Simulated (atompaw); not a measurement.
## Varying the PAW (atompaw) potential for W

Base potential:

```json
{
  "Element": "W (Z = 74)",
  "Generator": "atompaw 4.2.0.5",
  "Type": "PAW",
  "Functional": "PBEsol",
  "Relativity": "scalar-relativistic",
  "Frozen core": "[Kr] 4d10 4f14",
  "Valence charge": "14",
  "Reference configuration": "5s2 5p6 5d4 6s1 6p1",
  "Partial waves": "5s (bound): rc 1.50 bohr; 6s (bound): rc 1.80 bohr; 5p (bound): rc 1.45 bohr; 6p (bound): rc 2.20 bohr; 5d (bound): rc 2.20 bohr; 5d channel at 4 Ry: rc 2.20 bohr",
  "Local potential": "troulliermartins scheme with l = 3 at -0.5 Ry, radius 1.65 bohr",
  "Core correction": "smooth core density matched at 2.20 bohr",
  "Augmentation charge": "besselshape compensation charge, radius 1.80 bohr; PAW radius 2.20 bohr; waves and projectors: custom polynom vanderbiltortho"
}
```

All-electron outer shells of the reference configuration (PBEsol, scalar-relativistic, ld1.x):

| shell | level (eV) | outermost node (bohr) | outermost maximum (bohr) |
| --- | --- | --- | --- |
| 4d | -239.87 | 0.22 | 0.45 |
| 5s | -80.72 | 0.53 | 0.96 |
| 5p | -44.83 | 0.57 | 1.09 |
| 4f | -34.84 | – | 0.43 |
| 6s | -6.79 | 1.28 | 2.61 |
| 5d | -5.93 | 0.63 | 1.49 |
| 6p | -2.12 | 1.53 | 3.61 |

Cutoffs, loose and tight: the cutoffs (Ry, on a coarse ladder) from which the occupation-weighted sum of valence levels, in a spherical-Bessel basis at the reference potential, stays within 10 and 1 mRy of its value at 400 Ry. They see the waves, projectors and local potential, not the compensation charge or the core. A dash means not determined.

A true bound ghost makes a file unfit for plane-wave use even where its test errors are small: the radial tests pick states by their node count and pass the ghost by.

| change | outcome | cutoff, loose | cutoff, tight | bound ghosts |
| --- | --- | --- | --- | --- |
| base | generated | 30 Ry | 50 Ry | s, d, p |
| wave 5d channel at 4 Ry: rc 2.20 bohr becomes 5d channel at 4 Ry: rc 1.50 bohr | failed: atompaw: The overlap operator has at least one negative eigenvalue! | – | – | – |
| augmentation besselshape compensation charge, radius 1.80 bohr; PAW radius 2.20 bohr; waves and projectors: custom rrkj gramschmidtortho | failed: atompaw: The overlap operator has at least one negative eigenvalue! | – | – | – |
| wave 6p (bound): rc 2.20 bohr becomes 6p (bound): rc 2.14 bohr | failed: atompaw: The overlap operator has at least one negative eigenvalue! | – | – | – |
| augmentation sinc compensation charge, radius 1.80 bohr; PAW radius 2.20 bohr; waves and projectors: custom polynom vanderbiltortho | generated | 30 Ry | 50 Ry | s, d, p |
| all radii scaled by about 0.84 (s 1.26, p 1.22, d 1.84 bohr); local potential troulliermartins scheme with l = 3 at -0.5 Ry, radius 1.38 bohr; augmentation besselshape compensation charge, radius 1.50 bohr; PAW radius 1.84 bohr; waves and projectors: custom polynom vanderbiltortho; core correction smooth core density matched at 1.84 bohr | failed: atompaw: The overlap operator has at least one negative eigenvalue! | – | – | – |
| wave 5d channel at 4 Ry: rc 2.20 bohr becomes 5d channel at 1.28 Ry: rc 2.20 bohr | generated | 30 Ry | 50 Ry | s, d, p |
| local potential troulliermartins scheme with l = 3 at -0.5 Ry, radius 1.42 bohr | failed: atompaw: The overlap operator has at least one negative eigenvalue! | – | – | – |
| augmentation besselshape compensation charge, radius 1.80 bohr; PAW radius 2.20 bohr; waves and projectors: custom polynom gramschmidtortho | generated | 30 Ry | 50 Ry | s, d, p |
| core correction smooth core density matched at 1.26 bohr | generated | 30 Ry | 50 Ry | s, d, p |

(1) What comes out with this change to the base: reference 5s2 5p6 5d4 6s0.5 6p0?

## Answers

(1) outcome: generated; cutoff, loose: 30 Ry; cutoff, tight: 50 Ry; bound ghosts: s.
